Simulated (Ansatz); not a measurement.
Stepwise reaction of `CO[Si](S)(Cl)OC` with hydrogen, as a gas-phase model of exchange steps in deposition or etching. ΔE in kJ/mol.

Calculated with Ansatz (gas phase, PBE0-D4/def2-TZVP geometries, no zero-point term in ΔE). CBS: MP2 limit from def2 TZ/QZ plus the TZ coupled-cluster correction, frozen cores. This one scheme is used for every species. DFT in def2-TZVPP. B3LYP here is the variant with VWN-RPA as its local correlation; programs differ in this. Each species was taken in one conformer, which may not be the lowest.

```csv
step,reaction,PBE-D4,B3LYP-D4,ωB97M-V,CCSD(T)/CBS
1,`CO[Si](S)(Cl)OC` + H₂ → `CO[SiH](S)Cl` + CH₃OH,93.8,103.5,102.4,101.5
```

Q: Give the row of step 2, `CO[SiH](S)Cl` + H₂ → `S[SiH2]Cl` + CH₃OH. (An estimate is asked.)

A: Computed: 
| step | reaction | PBE-D4 | B3LYP-D4 | ωB97M-V | CCSD(T)/CBS |
| --- | --- | --- | --- | --- | --- |
| 2 | `CO[SiH](S)Cl` + H₂ → `S[SiH2]Cl` + CH₃OH | 81.3 | 89.0 | 88.4 | 88.0 |

Q: By hand: ΔE of the 2 steps together at CCSD(T)/CBS.

A: (101.5) + (88.0) = 189.5 kJ/mol, or 94.8 kJ/mol a step.

In ΔE each step is lower than the one before. All are uphill at CCSD(T)/CBS. PBE-D4 differs from CCSD(T)/CBS by -7.7 to -6.7 kJ/mol a step. Isolated molecules leave out the surface, adducts and barriers. Largest T1 diagnostic: 0.011.
